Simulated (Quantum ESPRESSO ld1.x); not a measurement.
Q: The aim is the krypton ion Kr+ in [Ar] 3d10 4s2 4p5. This ld1.x (Quantum ESPRESSO 7.5) run was made with `OMP_NUM_THREADS=1 ld1.x < ld1.in > ld1.out`. Can the result be used? Name any fault.

```
 &input
    zed=36.0,
    iswitch=1,
    rel=1,
    dft='BLYP',
    config='[Ar] 3d10 4s2 4p5',
    xmin=-2.0,
    prefix='ld1',
    max_out_wfc=37,
    file_charge='ld1.rho',
 /
```

Output (excerpt):

```
     Program LD1 v.7.5 starts

     --------------------------- All-electron run ----------------------------

     scalar relativistic calculation

     atomic number is 36.00
     dft =BLYP   lsd =0 sic =0 latt =0  beta=0.20 tr2=1.0E-14
     Exchange-correlation= BLYP
                           (   1   3   1   3   0   0   0)
     mesh =1275 r(mesh) = 100.33164 a.u. xmin = -2.00 dx = 0.00800
     1 Ry =  13.60569312 eV, c = 137.03599908

     n l     nl                  e(Ry)          e(Ha)          e(eV)
     1 0     1S 1( 2.00)      -986.4349      -493.2175    -13421.1306
     2 0     2S 1( 2.00)      -132.0923       -66.0462     -1797.2076
     2 1     2P 1( 6.00)      -122.5733       -61.2867     -1667.6953
     3 0     3S 1( 2.00)       -19.3188        -9.6594      -262.8454
     3 1     3P 1( 6.00)       -15.3042        -7.6521      -208.2240
     3 2     3D 1(10.00)        -6.9207        -3.4604       -94.1610
     4 0     4S 1( 2.00)        -2.3800        -1.1900       -32.3821
     4 1     4P 1( 5.00)        -1.4396        -0.7198       -19.5865

     final scf error:  3.5E-15 reached in  31 iterations

     Etot =    4183.132124 Ry,    2091.566062 Ha,   56914.411973 eV

     Ekin =   15088.496087 Ry,    7544.248043 Ha,  205289.447445 eV
     Encl =  -13035.267465 Ry,   -6517.633733 Ha, -177353.848908 eV
     Eh   =    2322.645627 Ry,    1161.322813 Ha,   31601.203630 eV
     Exc  =    -192.742124 Ry,     -96.371062 Ha,   -2622.390194 eV
```

A: No (silently wrong). The line at issue: xmin=-2.0. The mesh starts too far from the nucleus; the run ends without a warning, but the energy is off by +4882 hartree against the default mesh. The sound input gives -2790.195 hartree.
